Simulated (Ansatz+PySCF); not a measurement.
Values are calculated unless marked as measured or tabulated.
## Ansatz (development build ahead of 0.2.0) run

```yaml
crystal:
  periodic: [false, false, false]
  atoms:
    - { symbol: Ni, position_ang: [0.0, 0.0, 0.0] }
    - { symbol: Cl, position_ang: [0.0, 0.0, 2.061] }
basis:
  gaussian: { orbitals: def2-SVP }
magnetization:
  initial_magnetization: 1
hamiltonian:
  xc: { name: wB97X }
scf:
  omitted_lower_state_checks: [stability, starts, atomic_configurations, cluster_reference, orbital_swaps, given_window_search, neighbouring_geometries, increment]
```

The input is written out in the form of the current development build from the run's settings.

Results

| Quantity | Value |
| --- | --- |
| Converged | yes |
| Total energy | -1968.18978 hartree |
| Spin squared of the determinant | 0.750 |
| Occupied orbitals by symmetry in an Abelian subgroup (alpha; beta) | 12 A1 1 A2 5 B1 5 B2; 12 A1 1 A2 5 B1 4 B2 |

This is not the lowest solution: another run reaches a determinant 0.19 eV lower. Caution: another spin multiplicity may lie lower.
